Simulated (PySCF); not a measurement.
SMILES ClCCCl (C2H4Cl2), CAM-B3LYP/def2-SVP optimised geometry.

```
8

Cl     1.73    -0.71     0.00
C     -0.06    -0.71     0.00
C     -0.64     0.68     0.00
Cl    -0.30     1.57    -1.51
H     -0.39    -1.24     0.90
H     -0.39    -1.27    -0.88
H     -1.73     0.62     0.11
H     -0.23     1.27     0.83
```

Density from CAM-B3LYP/def2-TZVP (PySCF) at that geometry.

Minimum of the electron density along straight lines between bonded atoms, close to the bond critical point (lines longer than 1.1 times the sum of covalent radii, or with two minima, are not listed):

```json
[
 {"bond": "Cl1–C2", "length / Å": "1.785", "ρ at the minimum / e bohr⁻³": "0.185", "∇²ρ there / e bohr⁻⁵": "-0.26", "position (fraction from the first atom)": "0.58"},
 {"bond": "C2–C3", "length / Å": "1.510", "ρ at the minimum / e bohr⁻³": "0.261", "∇²ρ there / e bohr⁻⁵": "-0.69", "position (fraction from the first atom)": "0.50"},
 {"bond": "C3–Cl4", "length / Å": "1.785", "ρ at the minimum / e bohr⁻³": "0.185", "∇²ρ there / e bohr⁻⁵": "-0.26", "position (fraction from the first atom)": "0.42"},
 {"bond": "C2–H5", "length / Å": "1.099", "ρ at the minimum / e bohr⁻³": "0.281", "∇²ρ there / e bohr⁻⁵": "-0.99", "position (fraction from the first atom)": "0.65"},
 {"bond": "C2–H6", "length / Å": "1.097", "ρ at the minimum / e bohr⁻³": "0.283", "∇²ρ there / e bohr⁻⁵": "-1.00", "position (fraction from the first atom)": "0.65"},
 {"bond": "C3–H7", "length / Å": "1.099", "ρ at the minimum / e bohr⁻³": "0.281", "∇²ρ there / e bohr⁻⁵": "-0.99", "position (fraction from the first atom)": "0.65"},
 {"bond": "C3–H8", "length / Å": "1.097", "ρ at the minimum / e bohr⁻³": "0.283", "∇²ρ there / e bohr⁻⁵": "-1.00", "position (fraction from the first atom)": "0.65"}
]
```
